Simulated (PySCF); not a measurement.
# I (iodine, neutral): LDA calculation

Configuration: [Kr] 4d10 5s2 5p4 5d1, one real determinant (an excited configuration). Computed with PySCF 2.14 in aug-cc-pVTZ-DK3 (8s7p5d2f, 68 functions), with scalar relativity by spin-free X2C-1e.

```
Total energy                                                  : -7108.45 hartree
One-electron energy                                           : -9745.84 hartree
Hartree (Coulomb) energy                                      : 2814.06 hartree
Exchange-correlation energy                                   : -176.68 hartree
⟨S²⟩                                                          : 3.7518
⟨L²⟩                                                          : 8.011
Sum of ⟨r⟩                                                    : 39.21 bohr
Sum of ⟨r²⟩                                                   : 70.58 bohr²
Traceless quadrupole moment −½Σ⟨3z² − r²⟩ along its main axis : 2.88 e·bohr²
Langevin diamagnetic susceptibility                           : -55.9 ×10⁻⁶ cm³/mol
```

| shell | electrons | mean orbital energy (hartree) | spread (hartree) | rms radius, mean of both spins (bohr) |
| --- | --- | --- | --- | --- |
| 1s α | 1 | -1208.14344 | 0 | 0.0311 |
| 1s β | 1 | -1208.14092 | 0 | 0.0311 |
| 2s α | 1 | -186.85179 | 0 | 0.127 |
| 2s β | 1 | -186.85014 | 0 | 0.127 |
| 2p α | 3 | -167.99077 | 0.00341 | 0.113 |
| 2p β | 3 | -167.98849 | 0.00185 | 0.113 |
| 3s α | 1 | -37.80944 | 0 | 0.336 |
| 3s β | 1 | -37.80694 | 0 | 0.336 |
| 3p α | 3 | -31.67550 | 0.00791 | 0.336 |
| 3p β | 3 | -31.67279 | 0.00596 | 0.336 |
| 3d α | 5 | -22.38497 | 0.00715 | 0.314 |
| 3d β | 5 | -22.38236 | 0.00556 | 0.314 |
| 4s α | 1 | -6.72826 | 0 | 0.787 |
| 4s β | 1 | -6.72243 | 0 | 0.787 |
| 4p α | 3 | -4.79606 | 0.01841 | 0.846 |
| 4p β | 3 | -4.78961 | 0.01367 | 0.846 |
| 4d α | 5 | -1.96424 | 0.02069 | 0.997 |
| 4d β | 5 | -1.95404 | 0.01442 | 0.997 |
| 5s α | 1 | -0.75440 | 0 | 2.05 |
| 5s β | 1 | -0.70384 | 0 | 2.05 |
| 5p α | 3 | -0.35933 | 0.03035 | 2.55 |
| 5p β | 1 | -0.31199 | 0 | 2.55 |
| 5d α | 1 | 0.01142 | 0 | 4.32 |

⟨L²⟩ = 8.01 against 12 for a pure F term, so this real determinant mixes terms. The outer electron is Rydberg-like, and this basis confines it to a smaller radius and binds it less than a complete one would. At LDA the highest occupied level has a positive energy, so only the finite basis holds that electron; for this excited configuration the basis is too tight for the outer shell.

Densities and radii are taken from the X2C orbitals without a picture-change correction, which distorts them close to the nucleus.
